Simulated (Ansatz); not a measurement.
CH$_{4}$Cl$_{2}$Si (`ClC[SiH2]Cl`), 8 atoms. Charge 0, multiplicity 1. All runs use 2 threads of an Intel Xeon Platinum 8259CL on a shared host. Correlated methods freeze the cores.

Q: Give the basis size and wall time and peak host memory of each of these runs in Ansatz. RKS CAM-B3LYP-D4/def2-TZVPP energy; RKS r2SCAN0-D4/def2-TZVPP energy; RHF-MP2/def2-QZVPP energy; RKS PBE0-D4/def2-QZVPP energy; RKS PBE0-D4/def2-TZVP relaxation (6 steps); RKS ωB97M-V/def2-SVP energy; RKS PBE0-D4/def2-SVP energy; RHF-CCSD(T)/def2-TZVPP energy; direct RPA on PBE orbitals/def2-TZVPP energy; RKS ωB97M-V/def2-QZVPP energy; RKS PBE0-D4/def2-TZVP frequencies; RKS BLYP-D4/def2-TZVPP energy. (Best estimate.)

A: Computed: Other jobs shared the machine, so times are rough.

| level | job | functions | wall time | peak host memory (GiB) |
| --- | --- | --- | --- | --- |
| RKS PBE0-D4/def2-SVP | energy | 88 | 2.4 s | 0.4 |
| RKS BLYP-D4/def2-TZVPP | energy | 213 | 4.1 s | 0.29 |
| RKS CAM-B3LYP-D4/def2-TZVPP | energy | 213 | 8.5 s | 0.59 |
| RKS ωB97M-V/def2-SVP | energy | 88 | 8.5 s | 0.4 |
| direct RPA on PBE orbitals/def2-TZVPP | energy | 213 | 9 s | 0.42 |
| RKS r2SCAN0-D4/def2-TZVPP | energy | 213 | 11 s | 0.56 |
| RKS PBE0-D4/def2-QZVPP | energy | 387 | 21 s | 1.2 |
| RHF-MP2/def2-QZVPP | energy | 387 | 39 s | 1.8 |
| RKS ωB97M-V/def2-QZVPP | energy | 387 | 41 s | 1.4 |
| RKS PBE0-D4/def2-TZVP | relaxation (6 steps) | 166 | 47 s | 0.43 |
| RHF-CCSD(T)/def2-TZVPP | energy | 213 | 100 s | 2.8 |
| RKS PBE0-D4/def2-TZVP | frequencies | 166 | 4 min | 0.43 |
